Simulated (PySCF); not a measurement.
## Vibration and rotation of RbH

RHF-CCSD(T) constants of RbH, ¹Σ⁺ (singlet), closed shell (PySCF, spin-free X2C with a Gaussian nucleus, basis sets Rb x2c-SVPall, H x2c-SVPall; masses 84.9118 and 1.0078 u):

| Property | Result |
| --- | --- |
| ωe | 898.9 cm⁻¹ |
| ωexe | 18.2 cm⁻¹ |
| Be | 3.0428 cm⁻¹ |
| αe | 0.0977 cm⁻¹ |
| D (centrifugal) | 0.000139 cm⁻¹ |
| De to Rb + H | 1.49 eV |

(1) Estimate the standard entropy (1 bar) and heat capacity of the ideal gas at 298.15 K, rigid rotor with B0 and harmonic oscillator at the fundamental.

Measured values (Huber and Herzberg, Constants of Diatomic Molecules (1979)): ωe = 936.94 cm⁻¹, ωexe = 14.21 cm⁻¹, Be = 3.02 cm⁻¹, αe = 0.072 cm⁻¹.

Correlated steps freeze 9 core orbitals. Correlated levels converge slowly with the basis: in double zeta they bind strong bonds too weakly, by up to about 1 eV, and carry superposition errors of some tenths. Where the molecule has an RHF reference, its open-shell atoms are computed with UHF.

Results:

(1) Translation (Sackur–Tetrode, M = 85.92 u): 164.4 J/(mol K). Rotation: q = kT/(σB0) = 69.2 with σ = 1, 43.5. Vibration: x = hcν0/kT = 4.16, 0.68. S° = 208.6 J/(mol K); Cp = 7R/2 + 2.31 = 31.4 J/(mol K).
